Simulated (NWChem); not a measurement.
# BeHSeI; SMILES [Be]([SeH])[I]

```xyz
4

Be     0.0033     0.4788     0.0000
I      0.0091    -1.6944     0.0000
Se     0.0280     2.5104     0.0000
H     -1.4465     2.5324     0.0000
```
Atoms are numbered in this order, from 1.

Computed with NWChem. The geometry was optimised at PBE0/def2-SVP. def2 effective core potentials on I; no spin-orbit coupling. Vertical excitations in the gas phase.

Question: Predict the results for PBE0/def2-SVP, full TDDFT. Quantities: lowest excitation, singlet (eV); oscillator strength of that lowest state; orbital gap (eV).

Answer: 
| Item | Result |
|---|---|
| lowest excitation, singlet (eV) | 4.69 |
| oscillator strength of that lowest state | 0.000 |
| orbital gap (eV) | 6.13 |
